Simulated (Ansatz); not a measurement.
The same path of Cl2FGeH + H2S (8 atoms, charge 0, multiplicity 1) was run twice with different band settings. Lost on the way: Ge1–H2, S6–H8. Made: Ge1–S6, H2–H8.

All numbers below come from RKS PBE/def2-SVP in Ansatz 0.2.0.

Relaxed end points:

```xyz
8
Properties=species:S:1:pos:R:3
Ge 0.337 0.027 -0.128
H 0.465 0.490 1.329
F 1.903 0.147 -0.892
Cl -0.982 1.258 -1.314
Cl -0.251 -2.041 -0.328
S -2.755 -0.051 1.915
H -3.104 0.561 0.749
H -2.693 -1.264 1.299
```

```xyz
8
Properties=species:S:1:pos:R:3
Ge -1.010 -0.086 -0.754
H 0.590 0.138 2.838
F 0.071 -0.506 0.561
Cl -0.234 1.699 -1.658
Cl -0.907 -1.761 -2.104
S -3.057 0.313 -0.024
H -3.275 -1.016 0.208
H 0.744 0.346 3.563
```

Common settings: spring 5.0 eV/Å²; optimiser quadratic models (default); start path through a guess of the saddle point; force threshold 0.03 eV/Å; iteration limit 60; end points relaxed.

| run | movable images | climbing image |
| --- | --- | --- |
| 1 | 7 | yes |
| 2 | 4 | no |

What does each run give, and how far can it be trusted?

Run 1: converged after 21 iterations, highest image 1.841 eV above the first end. Neighbouring images differ by up to 1.7 eV, so the band resolves the path poorly. A vibrational analysis at the climbing image gives one clearly imaginary mode, 1172i cm⁻¹: a first-order saddle point.
Run 2: converged after 21 iterations, highest image 0.338 eV above the first end. No image climbed, so the highest image needn't sit at the top of the path. A band with more images between the same ends climbed to 1.84 eV, so this one has probably stepped over the top.
The orbitals stay closed-shell, which can raise the energy where a bond breaks towards radicals; this wasn't checked here.
